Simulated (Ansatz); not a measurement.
Ansatz (a quantum-chemistry and plane-wave program) input file for Cl2Re, SMILES [Cl][Re][Cl] (connectivity only; charge and spin as stated), neutral, multiplicity 6, PBE-D3(BJ)/def2-TZVP. 

Ansatz 0.2 input:
```yaml
crystal:
  periodic: [false, false, false]
  atoms:
    - {symbol: Re, position_ang: [0.00000000, 0.00000000, 0.00000000]}
    - {symbol: Cl, position_ang: [0.00000000, 0.00000000, -2.30484048]}
    - {symbol: Cl, position_ang: [0.00000000, 0.00000000, 2.30484048]}
basis:
  gaussian:
    orbitals: def2-TZVP
hamiltonian:
  xc: pbe
  dispersion: d3bj
magnetization: {spin_polarized: true, initial_magnetization: 5}
relax: {f_tol: 0.002, max_steps: 200}
```

Program output:

```
WARN ansatz: RAYON_NUM_THREADS=1 ignored (pool sized by the plan → 1); use --threads N
Functional definition: PBE
integrals: 0.04 GiB planned
854 factors; their error is unknown
mean field: 0.37 GiB planned
mean field evaluation 1: about -27167.5220 eV, gradient 1.3e1 eV
mean field evaluation 2: about -27167.6502 eV, gradient 1.4e1 eV
mean field evaluation 4: about -27168.4818 eV, gradient 3.2e0 eV
mean field evaluation 8: about -27168.5302 eV, gradient 1.8e-2 eV
mean field -27168.53022206 eV, -998.4250701694 hartree, gradient 1.3e-5 eV, S^2 8.759533; 0 other end points of the search recorded, 0 dependent functions left out
the calculation of the forces begins
reference -27168.53026128 eV, -998.4250716107 hartree; 27, 22 occupied and 87, 92 virtual orbitals, 854 factors
relax step   1: F+E_penalty+E_count = -27168.60625038 eV  Δ(F+E_penalty+E_count) = +0.000e0 eV  max|allowed force component| = 2.338e-1 eV/Å  Δτ_max = 0.0000 Å  (26 SCF iters, accepted)
these checks for a lower state are left out or cut short: starts, cluster_reference, orbital_swaps, neighbouring_geometries, increment
integrals: 0.04 GiB planned
854 factors; their error is unknown
mean field: 0.37 GiB planned
mean field evaluation 16: about -27168.5363 eV, gradient 2.3e-2 eV
mean field -27168.53303430 eV, -998.4251735174 hartree, gradient 4.5e-5 eV, S^2 8.759176; 0 other end points of the search recorded, 0 dependent functions left out
the calculation of the forces begins
reference -27168.53307361 eV, -998.4251749621 hartree; 27, 22 occupied and 87, 92 virtual orbitals, 854 factors
relax step   2: F+E_penalty+E_count = -27168.60936537 eV  Δ(F+E_penalty+E_count) = -3.115e-3 eV  max|allowed force component| = 6.322e-2 eV/Å  Δτ_max = 0.0178 Å  (26 SCF iters, accepted)
these checks for a lower state are left out or cut short: starts, cluster_reference, orbital_swaps, neighbouring_geometries, increment
integrals: 0.04 GiB planned
854 factors; their error is unknown
mean field: 0.37 GiB planned
mean field -27168.53332929 eV, -998.4251843580 hartree, gradient 3.4e-5 eV, S^2 8.759248; 0 other end points of the search recorded, 0 dependent functions left out
the calculation of the forces begins
reference -27168.53336858 eV, -998.4251858020 hartree; 27, 22 occupied and 87, 92 virtual orbitals, 854 factors
relax step   3: F+E_penalty+E_count = -27168.60959712 eV  Δ(F+E_penalty+E_count) = -2.317e-4 eV  max|allowed force component| = 2.052e-4 eV/Å  Δτ_max = 0.0037 Å  (28 SCF iters, accepted)
integrals: 0.04 GiB planned
854 factors; their error is unknown
mean field: 0.37 GiB planned
mean field evaluation 32: about -27168.4895 eV, gradient 3.1e0 eV
mean field -27168.53332929 eV, -998.4251843580 hartree, gradient 3.4e-5 eV, S^2 8.759248; 1 other end points of the search recorded, 0 dependent functions left out
the calculation of the forces begins
reference -27168.53336858 eV, -998.4251858020 hartree; 27, 22 occupied and 87, 92 virtual orbitals, 854 factors
Total energy: -27168.60963641 eV, -998.4279885930 hartree
Atom 0 at    -0.000000    -0.000000    -0.000000 Å, force     0.000000     0.000000    -0.000000 eV/Å
Atom 1 at     0.000000     0.000000    -2.290692 Å, force    -0.000000    -0.000000     0.000205 eV/Å
Atom 2 at     0.000000     0.000000     2.290692 Å, force    -0.000000    -0.000000    -0.000205 eV/Å
Dipole moment:     0.000000     0.000000    -0.000000 e Å
```

The calculation finished and met its thresholds.

Cost: around 6 core-seconds (rough).
